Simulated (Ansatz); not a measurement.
Coupled-cluster run, C2H6F2OSi (`OC[SiH](F)CF`).

```yaml
crystal:
  periodic: [false, false, false]
  atoms:
    - {symbol: O, position_ang: [-0.023825, -1.991666, 0.570134]}
    - {symbol: C, position_ang: [0.795215, -0.861715, 0.855324]}
    - {symbol: Si, position_ang: [0.539224, 0.470698, -0.438721]}
    - {symbol: F, position_ang: [0.756825, -0.236061, -1.868720]}
    - {symbol: C, position_ang: [-1.236897, 1.100085, -0.404687]}
    - {symbol: F, position_ang: [-1.419591, 1.785444, 0.797389]}
    - {symbol: H, position_ang: [0.243610, -2.351531, -0.279947]}
    - {symbol: H, position_ang: [0.480460, -0.484163, 1.832862]}
    - {symbol: H, position_ang: [1.853387, -1.139690, 0.957276]}
    - {symbol: H, position_ang: [1.501470, 1.594497, -0.315654]}
    - {symbol: H, position_ang: [-1.954610, 0.274555, -0.442029]}
    - {symbol: H, position_ang: [-1.458368, 1.784445, -1.229430]}
basis:
  gaussian: {orbitals: def2-SVP}
correlation: {method: ccsd_t}
```

```sh
$ ansatz run in.yaml --threads 4 --pin off --events-out ev --progress --plain
```

Output of Ansatz, abridged:

```
Functional definition: HF
1154 factors; integrals over basis functions are off by at most 1.2e-3 eV
mean field evaluation 1: about -17454.5421 eV, gradient 4.0e1 eV
mean field evaluation 2: about -17454.6182 eV, gradient 4.0e1 eV
mean field evaluation 4: about -17457.9509 eV, gradient 3.7e0 eV
mean field evaluation 8: about -17457.9947 eV, gradient 1.5e-1 eV
mean field evaluation 16: about -17457.9055 eV, gradient 5.5e-1 eV
mean field -17457.99475287 eV, -641.5694737141 hartree, gradient 7.8e-6 eV, S^2 0.000000; 0 other end points of the search recorded, 0 dependent functions left out
10 core orbitals not correlated: weight in the atoms' cores, before any rotation towards them, 1.000 or more for the frozen orbitals, at most 0.000 for the correlated occupied ones
reference -17457.99475287 eV, -641.5694737141 hartree; 19, 19 occupied and 89, 89 virtual orbitals, 1154 factors
second order -25.18688147 eV of doubles, -0.00000000 eV of singles
cycle   1  -25.80002973 eV  change   -6.1e-1 eV  update   1.1e-1
cycle   2  -26.36819947 eV  change   -5.7e-1 eV  update   3.0e-2
cycle   3  -26.51673317 eV  change   -1.5e-1 eV  update   1.5e-2
cycle   4  -26.51241361 eV  change    4.3e-3 eV  update   3.0e-3
cycle   5  -26.51139303 eV  change    1.0e-3 eV  update   1.3e-3
cycle   6  -26.51188602 eV  change   -4.9e-4 eV  update   4.4e-4
cycle   7  -26.51169795 eV  change    1.9e-4 eV  update   1.9e-4
cycle   8  -26.51159133 eV  change    1.1e-4 eV  update   6.9e-5
cycle   9  -26.51161894 eV  change   -2.8e-5 eV  update   2.7e-5
perturbative correction -0.56709004 eV, -0.0208401745 hartree
Total energy: -17485.07346184 eV, -642.5645979143 hartree
```

Hardware: 4 threads of a server CPU on a shared host. Wall time 16 s, peak host memory 0.7 GiB.

The correlation energy is -27.079 eV, 2.1 % of it from (T); the T1 diagnostic reads 0.0108.
